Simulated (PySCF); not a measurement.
The vertical singlet excitations below were computed for one of the candidates. The calculation used TDDFT PBE0/def2-SVPD, vertical, gas phase, core orbitals frozen in the response in PySCF. Geometries: GFN2-xTB, one conformer each.

```
state  E (eV)  λ (nm)       f
   S1    5.18   239.4  0.0008
   S2    5.63   220.4  0.0004
   S3    5.93   209.0  0.0018
   S4    6.48   191.4   0.297
   S5    6.55   189.3   0.027
   S6    6.86   180.7   0.014
   S7    7.09   174.8   0.025
   S8    7.19   172.3   0.017
```

Question: Which structure fits? All have the formula C5H7NO.
A. `O=C[C@@H]1CC=NC1`
B. `CO/C=N/C1C=C1`
C. `C[C@@H]1CO[C@@H]1C#N`
D. `c1noc(c1)CC`

Answer: B. Its S1 lies at 5.18 eV; the nearest of the others has S1 at 4.40 eV. S1 is HOMO→LUMO (96%). Löwdin shares by element: HOMO carbon 27% or more, nitrogen 25%, oxygen 20% (atoms not listed hold the other 28%); LUMO carbon 69% or more, hydrogen 14% or more (atoms not listed hold the other 17%). At the same level the other candidates give, for their lowest levels:
- `C[C@@H]1CO[C@@H]1C#N`: 6.36 eV (f 0.005); 7.15 eV (f 0.007); 7.19 eV (f 0.004); 7.62 eV (f 0.016); 7.83 eV (f 0.005); T1 5.87 eV; HOMO -8.19, LUMO -0.27 eV
- `O=C[C@@H]1CC=NC1`: 4.40 eV (f 0.000); 5.45 eV (f 0.004); 5.83 eV (f 0.035); 6.32 eV (f 0.006); 6.63 eV (f 0.007); T1 3.77 eV; HOMO -7.54, LUMO -0.96 eV
- `CCc1ccno1`: 6.39 eV (f 0.113); 6.41 eV (f 0.117); 6.95 eV (f 0.006); 7.20 eV (f 0.016); 7.76 eV (f 0.008); T1 4.24 eV; HOMO -7.40, LUMO -0.32 eV

The values belong to the conformer `[CH3:1][O:2]/[CH:3]=[N:4]/[CH:5]1[CH:6]=[CH:7]1`: C1–O2–C3–N4 0°, C3–N4–C5–C6 -27°.
Triplets come from the Tamm–Dancoff approximation.
